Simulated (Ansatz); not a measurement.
`B[O][AlH][NH2]` + `C[NH][ZnH]` → `B[N](C)[ZnH]` + `[NH2][AlH][OH]`  (ligand exchange at a B–O bond)

Computed with Ansatz on PBE0-D4/def2-TZVP structures; ΔE is electronic, products minus reactants. CBS: MP2 limit from def2 TZ/QZ plus the TZ coupled-cluster correction, frozen cores. This one scheme is used for every species. DFT in def2-TZVPP. B3LYP here is the variant with VWN-RPA as its local correlation; programs differ in this. For Zn outer-core shells are correlated without core-valence functions, which leaves a few kJ/mol of doubt a bond. Scalar relativity is left out up to krypton. Each species was taken in one conformer, which may not be the lowest.

`B[O][AlH][NH2]`:

```xyz
9

B     1.749    0.649    1.109
O     0.687    0.514    0.319
Al   -0.654    0.358   -0.692
N    -1.524   -1.170   -0.686
H     1.611    1.068    2.231
H     2.842    0.348    0.698
H    -1.086    1.564   -1.601
H    -1.292   -1.973   -0.126
H    -2.334   -1.358   -1.253
```

`C[NH][ZnH]`:

Cartesian coordinates in Å:
```
C 1.019 0.299 -0.230
N -0.423 0.272 -0.293
Zn -1.568 -0.764 0.651
H 1.412 1.279 0.075
H 1.386 -0.424 0.504
H 1.492 0.040 -1.187
H -0.784 0.931 -0.963
H -2.533 -1.633 1.444
```

`B[N](C)[ZnH]`:

```xyz
10

B    -0.217    0.827   -1.098
N     0.016   -0.056   -0.057
C    -0.088    0.316    1.337
Zn    0.456   -1.701   -0.780
H    -0.102    0.410   -2.232
H    -0.525    1.975   -0.907
H    -0.375    1.369    1.428
H    -0.840   -0.284    1.859
H     0.862    0.179    1.863
H     0.813   -3.036   -1.413
```

`[NH2][AlH][OH]`:

Z-matrix (Å, degrees):
```
N
Al 1 1.760
H 1 1.006 2 124.4
H 1 1.007 2 125.1 3 -180.0
O 2 1.698 1 116.8 3 -180.0
H 2 1.579 1 120.8 3 -0.1
H 5 0.955 2 123.2 1 180.0
```

(1) Is it downhill or uphill in electronic energy at CCSD(T)/CBS, and by how much? (Estimate.)

(2) What do these levels give: PBE-D4, r2SCAN-D4, PBE0-D4, ωB97M-V, B2PLYP, PBE, PBE0, B3LYP, HF/def2-TZVPP, HF/def2-QZVPP, MP2/def2-QZVPP, CCSD/CBS(def2)? (An estimate is asked.)

Largest T1 diagnostic among the species: 0.016.

## Answers

(1) Ansatz gave: Downhill: ΔE = -0.23 eV.

(2) The calculation gave: PBE-D4 -0.26, r2SCAN-D4 -0.22, PBE0-D4 -0.23, ωB97M-V -0.20, B2PLYP -0.17, PBE -0.23, PBE0 -0.21, B3LYP -0.12, HF/def2-TZVPP 0.01, HF/def2-QZVPP 0.02, MP2/def2-QZVPP -0.25, CCSD/CBS(def2) -0.18 eV.

The D4 term adds −0.04 eV with B3LYP and −0.02 eV with PBE0; it sums over pairs of atoms, weighted by their polarisabilities, and B3LYP, whose exchange is more repulsive, gets the larger term. In def2-TZVPP, CCSD(T) changes the Hartree–Fock value by −0.27 eV (the triples alone add −0.04 eV) and MP2 by −0.28 eV.
